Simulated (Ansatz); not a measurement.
Two isomers of CH4F2O2Si: A = `CO[Si](O)(F)F`, B = `O[Si](O)(F)CF`.

Computed with Ansatz on PBE0-D4/def2-TZVP structures; ΔE is electronic, products minus reactants. CCSD(T)/CBS is the MP2 limit (def2-TZVPP, def2-QZVPP) plus CCSD(T) − MP2 in def2-TZVPP, frozen cores. Functionals use def2-TZVPP. B3LYP here is the variant with VWN-RPA as its local correlation; programs differ in this. Each species was taken in one conformer, which may not be the lowest.

Which isomer does CCSD(T)/CBS put lower? Give the gap. (Best estimate.)

Computed: A, by 40.4 kcal/mol.

Give E(B) − E(A) in kcal/mol with B2PLYP, CCSD/def2-TZVPP, MP2/def2-TZVPP, PBE-D4, CCSD(T)/def2-TZVPP, ωB97M-V, B3LYP. (An estimate is asked.)

Computed: B2PLYP 40.1, CCSD/def2-TZVPP 40.9, MP2/def2-TZVPP 41.4, PBE-D4 35.5, CCSD(T)/def2-TZVPP 40.4, ωB97M-V 38.5, B3LYP 38.9. None reverses the order clearly.

Largest T1 diagnostic: 0.011.

From PBE to PBE0 (25 % exact exchange), in def2-TZVPP and without D4, E(B) − E(A) moves by +2.1 kcal/mol. In def2-TZVPP, CCSD(T) changes the Hartree–Fock value by −3.5 kcal/mol (the triples alone add −0.6 kcal/mol) and MP2 by −2.5 kcal/mol.
